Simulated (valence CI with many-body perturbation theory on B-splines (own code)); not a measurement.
# Ladder of approximations for N+

Computed by valence CI with perturbative core correlation (CI+MBPT): four valence electrons over a frozen Dirac-Fock core [He], a basis of 11 s, 11 p, 9 d, 7 f, 5 g, 2 h, 1 i functions for each j, with the one-electron correlation potential Σ1, the two-electron term Σ2, the three-electron term Σ3, Breit, model QED; selected CI, second order for the rest, scaled by the run's own slope (own B-spline code, finite nucleus).

Set against measurement, 39 paired levels are off by 56 cm⁻¹ on average, the worst by 162. These come from a selection out of the NIST Handbook of Basic Atomic Spectroscopic Data. Levels without a partner in it may be off by more. Among the levels kept, up to 670 cm⁻¹ of a level comes from second order outside the variational space, and about a tenth of that is noise between levels of different J, which matters for small intervals.

Each rung adds one term. CI alone is the Dirac-Coulomb CI over the frozen core; QED comes last and gives the full result, which names the levels. Energies are above 2s²2p² ³P_0 on the same rung, in cm⁻¹.

```
        Level  CI alone    Σ1     Σ2    Σ3  Breit   QED    Full
  2s²2p² ³P_1      53.5  +1.4   +0.1   0.0   -6.6  +0.1    48.6
  2s²2p² ³P_2       161  +4.4   +0.1   0.0    -34  +0.4     132
  2s²2p² ¹D_2     15364   +59    +50   -65    -26  +0.6   15382
  2s²2p² ¹S_0     32630   +74   +237  -117    -14   0.0   32810
  2s2p³ ⁵S°_2     47142  -450    -18   +52    -25   -16   46685
  2s2p³ ³D°_3     92836  -321   -144   -59    -43   -15   92254
  2s2p³ ³D°_2     92834  -321   -144   -59    -25   -15   92270
  2s2p³ ³D°_1     92833  -321   -144   -59    -21   -15   92272
  2s2p³ ³P°_2    109766  -274    -78   -91    -28   -15  109280
  2s2p³ ³P°_1    109763  -274    -78   -91    -24   -15  109281
  2s2p³ ³P°_0    109757  -275    -78   -91    -14   -15  109284
  2s2p³ ¹D°_2    145347  -188   -654  -166    -35   -15  144290
2s²2p3s ³P°_0    148349  +713   -107   -97    -15  +6.7  148849
2s²2p3s ³P°_1    148397  +705   -105   -97    -23  +6.7  148884
2s²2p3s ³P°_2    148542  +718   -106   -96    -46  +7.2  149019
2s²2p3s ¹P°_1    148812  +587   -115  -109    -39  +3.9  149139
  2s2p³ ³S°_1    156896  -290  -1127  -181    -28   -17  155252
 2s²2p3p ¹P_1    164119  +671   -113   -97    -35  +4.8  164550
 2s²2p3p ³D_1    166020  +670   -112   -96    -21  +4.5  166465
```

The middle columns are the shifts that each term adds.

(1) How does the ionisation energy move along the ladder, and which term matters most?

## Answers

(1) CI alone 29.526, + Σ1 29.621, + Σ2 29.606, + Σ3 29.594, + Breit 29.592, + QED 29.592 eV. The largest step is Σ1, 0.095 eV. NIST lists 29.6013 eV (semi-empirical).
